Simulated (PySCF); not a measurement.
H8N2OSi2, SMILES N[Si@@H](O)N[SiH3]. Atoms are numbered in the order given.

```xyz
13

N     -1.3094     0.8182     0.9086
Si    -0.8442     0.0886    -0.5802
O     -0.7414     1.0598    -1.9377
N      0.7738    -0.4656    -0.3492
Si     1.5238    -0.8210     1.1860
H     -0.8063     1.6062     1.3047
H     -2.2549     0.7498     1.2683
H     -1.8846    -0.9515    -0.8260
H     -1.5737     1.2541    -2.3838
H      1.3630    -0.5268    -1.1756
H      0.7033    -1.7651     1.9976
H      2.8457    -1.4519     0.8954
H      1.7728     0.3920     2.0242
```
Charge 0, spin multiplicity 1.

Geometry: B3LYP-D3(BJ)/def2-SVP. The structure was generated by enumeration; whether it is a known compound was not checked. Other conformers were not sampled.

Computed with HF/pcSseg-1 in PySCF.

GIAO shieldings, no solvent; atoms alike by connectivity are averaged. δ = σ(ref) − σ: ¹⁵N against NH3 (σ = 267.3 ppm); ²⁹Si against TMS (σ = 393.8 ppm); ¹⁷O against H2O (σ = 333.0 ppm); ¹H against TMS (σ = 31.99 ppm), references at their B3LYP-D3(BJ)/def2-TZVP geometries, non-relativistic.

```
atoms          nucleus  count  δ (ppm)
-------------  -------  -----  -------
N1                 ¹⁵N      1      [?]
N4                 ¹⁵N      1      6.1
Si2               ²⁹Si      1    -41.2
Si5               ²⁹Si      1      [?]
O3                 ¹⁷O      1     51.4
H11, H12, H13       ¹H      3     4.47
H8                  ¹H      1      [?]
H9                  ¹H      1      [?]
H6, H7              ¹H      2      [?]
H10                 ¹H      1     0.62
```

Q: Fill in the missing entries. (An estimate is asked for; the answer gives what the named calculation found.)

A: 
- H9, δ (ppm): 2.07
- H8, δ (ppm): 4.38
- N1, δ (ppm): 28.7
- H6, H7, δ (ppm): 1.43
- Si5, δ (ppm): -54.9
